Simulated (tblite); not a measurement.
A geometry optimisation, step by step.

Compound: C3H15BN2Si2.
SMILES with atom numbers: `[CH3:1][B:2]([N:3]([CH3:4])[CH3:5])[N:6]([SiH3:7])[SiH3:8]` (hydrogens: H9, H10, H11 on C1; H12, H13, H14 on C4; H15, H16, H17 on C5; H18, H19, H20 on Si7; H21, H22, H23 on Si8)

Computed with GFN2-xTB (tblite), gas phase: L-BFGS steps from a force-field or distance-geometry start until the largest atomic force falls under 0.01 eV/Å. 5 of its 185 geometries are shown.

Step 0: E = -671.0370 eV, largest atomic force 2.688 eV/Å
```
atom  x, y, z in Å  |  force x, y, z in eV/Å
C1     -0.011   -0.652    1.651    0.389   0.357   0.611
B2     -0.090    0.151    0.277   -0.159  -1.962  -1.831
N3     -1.387    0.216   -0.435    1.884   0.277   1.452
C4     -2.472   -0.515    0.124   -1.679  -0.613  -0.356
C5     -1.731    1.492   -0.977   -0.074   0.553  -0.914
N6      1.155    0.063   -0.604    0.296   0.753   1.377
Si7     2.377    1.296   -0.234   -0.160  -0.296  -0.394
Si8     1.800   -1.592   -0.654   -0.358   0.345  -0.088
H9      0.892   -0.381    2.251   -0.579  -0.301  -0.548
H10     0.073   -1.726    1.378   -0.278   0.764   0.578
H11    -0.872   -0.477    2.317    0.352  -0.332  -0.246
H12    -2.601   -0.432    1.216    0.211  -0.253  -0.276
H13    -3.425   -0.121   -0.298    0.429  -0.258   0.110
H14    -2.418   -1.589   -0.209    0.099   0.832   0.618
H15    -1.839    2.234   -0.148   -0.101  -0.070  -0.776
H16    -0.922    1.781   -1.682   -0.413   0.141   0.547
H17    -2.674    1.420   -1.569    0.513   0.171   0.442
H18     3.305    1.473   -1.368   -0.218  -0.182   0.019
H19     3.228    0.888    0.912   -0.182   0.170  -0.064
H20     1.781    2.626    0.014   -0.119  -0.319   0.045
H21     2.530   -1.807   -1.916   -0.118   0.201   0.221
H22     0.624   -2.496   -0.567    0.354   0.129  -0.213
H23     2.670   -1.824    0.529   -0.089  -0.106  -0.313
```

Step 46: E = -672.3781 eV, largest atomic force 0.211 eV/Å
```
atom  x, y, z in Å  |  force x, y, z in eV/Å
C1     -0.095   -0.990    1.878   -0.038   0.010  -0.036
B2     -0.063   -0.190    0.502   -0.094  -0.075  -0.109
N3     -1.247    0.233   -0.098   -0.083  -0.013  -0.053
C4     -2.565   -0.119    0.415    0.111   0.031  -0.025
C5     -1.293    1.109   -1.253   -0.048  -0.056   0.139
N6      1.204    0.012   -0.213    0.118  -0.071  -0.014
Si7     2.110    1.478   -0.150    0.060   0.095   0.086
Si8     1.835   -1.435   -0.928    0.125  -0.138   0.099
H9      0.853   -0.928    2.407    0.008   0.046   0.004
H10    -0.301   -2.050    1.738   -0.014   0.007  -0.106
H11    -0.877   -0.607    2.528    0.023   0.001   0.151
H12    -2.705    0.279    1.425   -0.103   0.026  -0.105
H13    -3.337    0.277   -0.248    0.057   0.018   0.149
H14    -2.686   -1.205    0.460    0.062   0.051   0.014
H15    -1.763    2.051   -0.957   -0.010   0.105  -0.127
H16    -0.283    1.308   -1.600   -0.058  -0.033   0.002
H17    -1.871    0.669   -2.071   -0.002  -0.059   0.038
H18     2.749    1.617   -1.460    0.047   0.051  -0.036
H19     3.140    1.499    0.906   -0.061  -0.065  -0.038
H20     1.187    2.593    0.095   -0.014  -0.028   0.025
H21     2.583   -1.102   -2.143   -0.071   0.066   0.032
H22     0.694   -2.306   -1.214   -0.045  -0.014  -0.095
H23     2.724   -2.165   -0.008    0.030   0.044   0.006
```

Step 92: E = -672.4583 eV, largest atomic force 0.035 eV/Å
```
atom  x, y, z in Å  |  force x, y, z in eV/Å
C1     -0.109   -1.040    1.823   -0.007   0.009  -0.013
B2     -0.091   -0.246    0.440    0.011   0.004   0.013
N3     -1.270    0.234   -0.122   -0.013  -0.009   0.020
C4     -2.560    0.096    0.534    0.009   0.014   0.027
C5     -1.339    0.942   -1.381    0.017  -0.023   0.018
N6      1.187   -0.041   -0.258   -0.002   0.002  -0.008
Si7     2.037    1.448   -0.032   -0.005   0.020  -0.020
Si8     1.960   -1.412   -0.978   -0.022  -0.013  -0.017
H9      0.887   -1.116    2.252    0.002   0.000  -0.010
H10    -0.470   -2.057    1.675   -0.018  -0.012  -0.005
H11    -0.755   -0.581    2.568    0.008   0.009  -0.020
H12    -2.615    0.736    1.420   -0.030   0.010  -0.014
H13    -3.358    0.385   -0.148    0.001  -0.022   0.004
H14    -2.729   -0.934    0.850    0.024   0.000  -0.011
H15    -1.760    1.943   -1.241    0.010  -0.012  -0.006
H16    -0.337    1.033   -1.789    0.007   0.008  -0.019
H17    -1.964    0.394   -2.095   -0.004   0.025   0.014
H18     2.652    1.817   -1.313   -0.023   0.001   0.016
H19     3.089    1.329    0.988    0.004   0.005   0.021
H20     1.054    2.449    0.388    0.007   0.017   0.001
H21     2.724   -0.913   -2.125   -0.008  -0.024   0.007
H22     0.904   -2.336   -1.404    0.006   0.008  -0.005
H23     2.862   -2.100   -0.044    0.024  -0.015   0.007
```

Step 138: E = -672.5051 eV, largest atomic force 0.052 eV/Å
```
atom  x, y, z in Å  |  force x, y, z in eV/Å
C1     -0.097   -1.152    1.790    0.042  -0.017   0.000
B2     -0.093   -0.296    0.446    0.012   0.009  -0.028
N3     -1.262    0.221   -0.103   -0.010   0.013   0.001
C4     -2.570    0.137    0.504   -0.031  -0.011   0.017
C5     -1.306    0.968   -1.341    0.002   0.020  -0.015
N6      1.189   -0.052   -0.235   -0.001   0.001  -0.027
Si7     1.978    1.472   -0.006   -0.014  -0.013  -0.025
Si8     1.985   -1.399   -0.977   -0.014   0.000  -0.011
H9      0.901   -1.530    1.998   -0.002  -0.022   0.037
H10    -0.763   -2.012    1.741   -0.013   0.028  -0.008
H11    -0.399   -0.555    2.649   -0.026  -0.004  -0.006
H12    -2.908    1.129    0.826    0.000  -0.020  -0.003
H13    -3.298   -0.248   -0.219    0.020  -0.012   0.046
H14    -2.548   -0.522    1.367    0.004   0.020  -0.005
H15    -1.529    2.023   -1.151   -0.010   0.002  -0.008
H16    -0.349    0.894   -1.847    0.017   0.008   0.012
H17    -2.088    0.562   -1.990    0.005   0.006  -0.026
H18     2.569    1.876   -1.289   -0.011  -0.009   0.029
H19     3.030    1.381    1.017    0.009   0.001  -0.001
H20     0.969    2.444    0.426    0.008  -0.014  -0.007
H21     2.733   -0.890   -2.131   -0.016   0.006   0.020
H22     0.942   -2.338   -1.402    0.005   0.004  -0.006
H23     2.909   -2.085   -0.062    0.022   0.003   0.015
```

Step 184: E = -672.5129 eV, largest atomic force 0.010 eV/Å
```
atom  x, y, z in Å  |  force x, y, z in eV/Å
C1     -0.113   -1.175    1.764   -0.004   0.004  -0.004
B2     -0.092   -0.289    0.438   -0.004  -0.005  -0.006
N3     -1.259    0.260   -0.086    0.001  -0.001  -0.005
C4     -2.568    0.147    0.519    0.007   0.007  -0.001
C5     -1.315    1.005   -1.324    0.000  -0.002   0.002
N6      1.188   -0.057   -0.247   -0.002  -0.001   0.004
Si7     1.990    1.460   -0.024    0.003   0.000   0.000
Si8     1.998   -1.410   -0.964   -0.001  -0.003   0.004
H9      0.874   -1.573    1.987    0.001  -0.002   0.002
H10    -0.792   -2.023    1.680    0.001   0.000   0.002
H11    -0.429   -0.595    2.630   -0.001  -0.004   0.002
H12    -2.984    1.143    0.707   -0.003  -0.005   0.000
H13    -3.254   -0.387   -0.147    0.003   0.004  -0.002
H14    -2.507   -0.389    1.460    0.003  -0.001   0.004
H15    -1.634    2.037   -1.141    0.003  -0.004  -0.001
H16    -0.334    1.014   -1.788   -0.001   0.002   0.001
H17    -2.032    0.541   -2.010   -0.001   0.003   0.000
H18     2.579    1.857   -1.308   -0.005   0.001  -0.001
H19     3.051    1.364    0.990   -0.004   0.001   0.000
H20     0.988    2.435    0.413    0.006   0.003   0.000
H21     2.720   -0.910   -2.138   -0.002   0.003  -0.004
H22     0.969   -2.376   -1.354   -0.001  -0.003  -0.002
H23     2.953   -2.050   -0.046    0.002   0.005   0.004
```

Problem. Summarise the path.

Solution. The energy falls by 142.40 kJ/mol from step 0 to step 184; nine tenths of that is first reached at step 45. It falls at every step. The largest force goes from 2.688 to 0.010 eV/Å. Among the bonds B2–N3 changes most, from 1.481 to 1.392 Å; the atoms move by 0.922 Å rms after alignment.

The cost below is that of the whole relaxation. The run took 3.2 s wall on one thread, Arm Neoverse N1 (aarch64), shared host with 64 logical CPUs at a one-minute load of 62.
